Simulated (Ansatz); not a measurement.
Start from `[CH3][AlH][Cl]` and change one atom or group to get `[CH3][AlH][TeH]`.

Ansatz, PBE0-D4/def2-TZVP geometries, multiplicity 1. 

Elements past krypton have def2 core potentials.  Spin–orbit coupling is left out; it splits and shifts lone-pair levels of the heavy atoms by tenths of an eV.

| property | `[CH3][AlH][Cl]` |
| --- | --- |
| HOMO–LUMO gap (B3LYP/def2-TZVPP) / eV | 6.65 |
| HOMO–LUMO gap (PBE0/def2-TZVPP) / eV | 7.09 |
| LUMO energy (PBE/def2-TZVPP) / eV | -1.90 |
| HOMO energy (B3LYP/def2-TZVPP) / eV | -7.99 |
| LUMO energy (B3LYP/def2-TZVPP) / eV | -1.34 |
| size of the dipole moment (PBE/def2-TZVPP) / D | 1.78 |

What does the change do to each property? (Estimate.)

Ansatz gave: 
```
                                      property  `[CH3][AlH][TeH]`  shift
         HOMO–LUMO gap (B3LYP/def2-TZVPP) / eV               5.10  -1.55
          HOMO–LUMO gap (PBE0/def2-TZVPP) / eV               5.50  -1.59
             LUMO energy (PBE/def2-TZVPP) / eV              -1.92  -0.02
           HOMO energy (B3LYP/def2-TZVPP) / eV              -6.47   1.52
           LUMO energy (B3LYP/def2-TZVPP) / eV              -1.37  -0.03
size of the dipole moment (PBE/def2-TZVPP) / D               0.99  -0.79
```

With PBE0 the HOMO rises by 1.52 eV and the LUMO falls by 0.07 eV, so the gap narrows by about 1.59 eV. PBE moves the HOMO by 1.20 eV and ωB97M-V by 1.70 eV. Dipoles are sizes alone; their direction can turn.

B3LYP here is the variant with VWN-RPA as its local correlation; programs differ in this.
